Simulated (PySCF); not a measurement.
Simulated C 1s region for `FC(F)(F)C1=[CH][GeH2][CH]=C1`, binding energy against the vacuum level.

Every computed line was given a Gaussian of 0.7 eV full width at half maximum and an area set by the number of equivalent atoms; the highest printed point is 100. Method: PySCF, delta-SCF UKS SCAN, pcX-2 on the ionised atom, pcseg-1 elsewhere, spin-free X2C.

(binding energy (eV), intensity): (289.2, 1), (289.4, 4), (289.6, 16), (289.8, 45), (290.0, 83), (290.2, 100), (290.4, 84), (290.6, 64), (290.8, 68), (291.0, 84), (291.2, 85), (291.4, 64), (291.6, 34), (291.8, 12), (292.0, 3), (292.2, 0), (292.4, 0), (292.6, 0), (292.8, 0), (293.0, 0), (293.2, 0), (293.4, 0), (293.6, 0), (293.8, 0), (294.0, 0), (294.2, 0), (294.4, 0), (294.6, 0), (294.8, 0), (295.0, 0), (295.2, 0), (295.4, 0), (295.6, 0), (295.8, 0), (296.0, 0), (296.2, 0), (296.4, 0), (296.6, 0), (296.8, 0), (297.0, 0), (297.2, 1), (297.4, 4), (297.6, 15), (297.8, 34), (298.0, 49), (298.2, 45), (298.4, 26), (298.6, 10), (298.8, 2), (299.0, 0)

Question: How many maxima does the curve show, and how many computed lines lie under it?

Answer: The curve has 3 maxima (at 290.2, 291.1 and 298.1 eV). Under it lie 5 lines from 5 inequivalent carbon sites. At this width some lines have no maximum of their own.

Question: Decompose the envelope and assign each component. Numbering: `[F:1][C:2]([F:3])([F:4])[C:5]1=[CH:6][GeH2:7][CH:8]=[CH:9]1`.

Answer: 
| position (eV) | relative area | line | atoms | environment |
| --- | --- | --- | --- | --- |
| 290.12 | 1 | C 1s | C8 | alkene CH carbon |
| 290.23 | 1 | C 1s | C6 | alkene CH carbon |
| 290.97 | 1 | C 1s | C9 | alkene CH carbon |
| 291.28 | 1 | C 1s | C5 | fully substituted alkene carbon |
| 298.06 | 1 | C 1s | C2 | CF3 carbon |

Question: What are the centre and the root-mean-square width of the whole band?

Answer: The area-weighted mean of the lines is 292.13 eV. Their own spread about it is 3.00 eV (rms) and each Gaussian has σ = 0.7/2.355 = 0.30 eV; the variances add, which gives 3.01 eV.

The listed C 1s values span 7.94 eV, from C8 (bonded to C (double bond), H and Ge) to C2 (bonded to 3 F and C). The widest gap between neighbouring values is 6.78 eV, between 291.28 and 298.06 eV. Summing the Pauling electronegativity differences to the bonded atoms, each weighted by its formal bond order, gives -0.89 for the lowest site and +4.29 for the highest; no listed site has a larger sum than the highest.

The curve has no shake-up lines and no vibrational structure. The unrestricted hole states depart most from a pure doublet (⟨S²⟩ = 0.75; over 0.85 named) for C 1s of C5 (0.90) and C 1s of C9 (0.89), which makes these values less certain. Isolated species at its PBE0-D3(BJ)/def2-SVP geometry, gas phase.

On an Arm Neoverse V2 with one thread, shared host, this took 90 s of wall time and 0.77 GiB of memory at its peak.

Shape of the structure used: `[F:1][C:2]([F:3])([F:4])[C:5]1=[CH:6][GeH2:7][CH:8]=[CH:9]1`: F1–C2–C5–C6 1°.
